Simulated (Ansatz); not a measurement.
`SC[S][GeH3]` and `[SiH3]SCS` differ in one atom or group.

Ansatz, PBE0-D4/def2-TZVP geometries, multiplicity 1. Each molecule was computed in one conformer, which needn't be the lowest.

Scalar relativity is left out up to krypton.

| property | `SC[S][GeH3]` |
| --- | --- |
| HOMO energy (B3LYP/def2-TZVPP) / eV | -6.72 |
| LUMO energy (ωB97M-V/def2-TZVPP) / eV | 1.65 |
| LUMO energy (PBE0/def2-TZVPP) / eV | -0.21 |
| HOMO energy (ωB97M-V/def2-TZVPP) / eV | -9.14 |
| size of the dipole moment (B3LYP/def2-TZVPP) / D | 1.77 |
| HOMO energy (PBE/def2-TZVPP) / eV | -5.74 |

(1) Give the same properties after the change, and the shifts. (Estimate.)

Results:

(1) Ansatz gave: 
| property | `[SiH3]SCS` | shift |
| --- | --- | --- |
| HOMO energy (B3LYP/def2-TZVPP) / eV | -6.72 | 0.00 |
| LUMO energy (ωB97M-V/def2-TZVPP) / eV | 1.53 | -0.12 |
| LUMO energy (PBE0/def2-TZVPP) / eV | -0.36 | -0.15 |
| HOMO energy (ωB97M-V/def2-TZVPP) / eV | -9.13 | 0.01 |
| size of the dipole moment (B3LYP/def2-TZVPP) / D | 0.57 | -1.20 |
| HOMO energy (PBE/def2-TZVPP) / eV | -5.77 | -0.03 |

Dipoles are sizes alone; their direction can turn.

B3LYP here is the variant with VWN-RPA as its local correlation; programs differ in this.
